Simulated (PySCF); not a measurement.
Ions at one geometry of [HfF2]2+

PySCF 2.14.0, RKS PBE0, Hf def2-SVP with ECP60, F def2-SVP; non-relativistic Hamiltonian with scalar-relativistic core potentials where named; density fitting; no spin-orbit coupling; singlets restricted, open shells unrestricted. The geometry is relaxed for charge +2, singlet, vacuum:

```xyz
3

Hf    0.0000    0.0000   -0.3853
F     1.3919    0.0000    0.7530
F    -1.3919    0.0000    0.7530
```

Energies count from the relaxed state; an electron taken off or put on is at rest in vacuum. Charges and spins are Mulliken's.

| state | energy (eV) | spin squared | charge on Hf1 (e) | spin on Hf1 (e) | dipole about the centre of mass (D) |
| --- | --- | --- | --- | --- | --- |
| charge +2, singlet, vacuum | 0.00 | 0.00 | 2.15 | 0.00 | 5.24 |
| charge +3, doublet, vacuum | 28.03 | 0.78 | 2.50 | -0.17 | 2.44 |

Q: What does the state charge +1, doublet, vacuum give?

A: energy (eV) -14.79, spin squared 0.75, charge on Hf1 (e) 1.40, spin on Hf1 (e) 1.05, dipole about the centre of mass (D) 5.04.

With an electron taken off (doublet) the charges change, summed by element, by Hf +0.36 e, F +0.64 e. The vertical ionisation energy is 28.03 eV, against −ε(HOMO) = 25.14 eV of the relaxed state. The level lies 2.9 eV too high, as is usual for semilocal functionals and global hybrids, which keep a self-interaction error.

With an electron put on (doublet) the charges change, summed by element, by Hf -0.75 e, F -0.25 e. The vertical electron affinity is 14.79 eV, against −ε(LUMO) = 17.14 eV of the relaxed state.

Open shells may have lower solutions than those found.
